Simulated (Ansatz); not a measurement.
Relaxation of AlH7N2Se (11 atoms, charge 0, multiplicity 1), to a largest force component of 0.03 eV/Å in at most 50 steps.

These are results of Ansatz 0.2.0, RKS PBE-D4/def2-SVP, not measurements.

```xyz
11
Properties=species:S:1:pos:R:3
Al -0.007 -0.096 0.484
H 0.434 0.965 -2.092
N 1.656 -0.586 0.891
N -1.215 -1.241 -0.150
H 0.339 1.433 -1.569
Se -0.601 2.169 0.981
H 2.415 0.065 1.098
H 1.995 -1.548 0.949
H -2.226 -1.097 -0.129
H -1.000 -2.154 -0.555
H -1.788 2.089 0.091
```

Task: Where does it end, and by what steps?

Result: It converged. The force dipped under the threshold on the way, but the program's further checks kept it going. After 12 steps the energy has fallen by 0.130 eV; H2 moved furthest, 0.51 Å.

```tsv
step	energy less start (eV)	largest force component (eV/Å)	accepted
0	0.0000	2.011	yes
1	-0.1211	0.105	yes
2	-0.1263	0.051	yes
3	-0.1277	0.039	yes
4	-0.1281	0.025	yes
5	-0.1285	0.129	yes
6	-0.1291	0.036	yes
7	-0.1270	0.075	no
8	-0.1294	0.007	yes
9	-0.1297	0.014	yes
10	-0.1298	0.117	yes
11	-0.1301	0.031	yes
12	-0.1302	0.017	yes
```

```xyz
11
Properties=species:S:1:pos:R:3
Al -0.068 -0.131 0.596
H 0.674 1.206 -2.470
N 1.621 -0.602 0.912
N -1.272 -1.292 -0.024
H 0.525 1.586 -1.815
Se -0.687 2.075 1.095
H 2.391 0.060 1.020
H 1.967 -1.559 1.001
H -2.284 -1.165 0.031
H -1.054 -2.181 -0.477
H -1.814 2.002 0.129
```

Whether the end is a true minimum wasn't checked by a vibrational analysis.

Run time: 32 s on 2 threads of Arm Neoverse V1, on a shared host, peak memory 0.15 GiB.
